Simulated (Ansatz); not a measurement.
C2H6BN (`C=NBC`) at its PBE0-D4/def2-TZVP geometry, where that method's forces vanish. Charge 0, multiplicity 1.

```xyz
10

C    -0.4764    2.0090    0.3436
N    -0.0554    0.9351   -0.1119
B     0.4059   -0.2412   -0.6121
C     0.1484   -1.6161    0.1084
H     0.1199    2.6118    1.0363
H    -1.4616    2.4012    0.0708
H     1.0241   -0.1720   -1.6402
H    -0.3822   -2.2970   -0.5651
H    -0.4251   -1.5285    1.0327
H     1.1023   -2.1024    0.3374
```

**Question.** What forces (eV/Å) does r2SCAN-D4/def2-TZVPP give on these atoms in the Gaussian-basis code of Ansatz? (An estimate is asked.)

**Answer.** Ansatz gave: 
```
C1  -0.107  0.270  0.116
N2   0.106 -0.267 -0.115
B3   0.017  0.029 -0.034
C4  -0.007 -0.036  0.019
H5   0.002  0.009  0.006
H6  -0.008  0.007  0.000
H7  -0.008 -0.009  0.016
H8   0.015  0.003  0.016
H9   0.012 -0.004 -0.018
H10 -0.021 -0.002 -0.006
```
